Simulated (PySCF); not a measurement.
## Complete the spectrum of C4H8O2Si2

Species: C4H8O2Si2.
Cartesian coordinates in Å at the GFN2-xTB level; atoms count from 1:
```
atom  x, y, z in Å
O1     3.987   -1.546    0.755
C2     3.727   -0.527    0.169
O3     4.661    0.291   -0.338
C4     2.396   -0.038   -0.072
C5     1.262    0.335   -0.253
Si6   -0.499    0.879   -0.512
C7    -1.617   -0.427    0.292
Si8   -3.485   -0.096    0.161
H9     5.546   -0.066   -0.160
H10   -0.633    2.189    0.132
H11   -0.707    0.963   -1.961
H12   -1.400   -1.399   -0.156
H13   -1.350   -0.520    1.346
H14   -4.222   -1.177    0.820
H15   -3.802    1.178    0.811
H16   -3.872   -0.030   -1.250
```

Computed with TDDFT PBE0/def2-SVPD, vertical, gas phase, core orbitals frozen in the response (PySCF 2.14.0, density-fitted response routines).

Orbital energies (eV): HOMO-3 -9.54, HOMO-2 -9.05, HOMO-1 -8.69, HOMO -8.22, LUMO -1.77, LUMO+1 -0.48, LUMO+2 0.30.

Lowest singlets, with some entries withheld (?).

```tsv
state	ν̃ (cm⁻¹)	f	main configurations (H = HOMO, L = LUMO)
S1	37180	0.0000	H→L (94%)
S2	44020	?	?
S3	?	0.089	?
S4	51920	0.0002	H-1→L+1 (86%)
S5	?	0.0001	H-4→L (40%), H-3→L (38%), H-2→L (15%)
S6	56510	0.205	?
S7	56580	?	H-4→L (52%), H-3→L (44%)
S8	58040	?	H→L+1 (41%), H-6→L (20%), H-1→L (11%)
```

Problem. Supply the missing values.

Solution. 
- S2: f = 0.0001; H-2→L (78%), H-3→L (11%)
- S3: ν̃ = 45870 cm⁻¹; H-1→L (70%), H→L+1 (21%)
- S5: ν̃ = 54100 cm⁻¹
- S6: H-6→L (47%), H→L+1 (27%), H-2→L+1 (12%)
- S7: f = 0.0007
- S8: f = 0.540

Problem. How far apart are S2 and S8, in eV and cm⁻¹?

Solution. 7.196 − 5.457 = 1.739 eV, or about 14020 cm⁻¹.

Problem. Where do the lowest triplets lie (Tamm–Dancoff)?

Solution. T1 4.19 eV, H→L (89%); T2 4.24 eV, H-1→L (89%); T3 5.03 eV, H-2→L (68%), H-3→L (13%). E(S1) − E(T1) = +0.42 eV.

Problem. What is the mean static polarisability from the same response equations?

Solution. 112.9 au (16.73 Å³), with principal values 79.6, 97.6 and 161.5 au.

One conformer stands for the species.
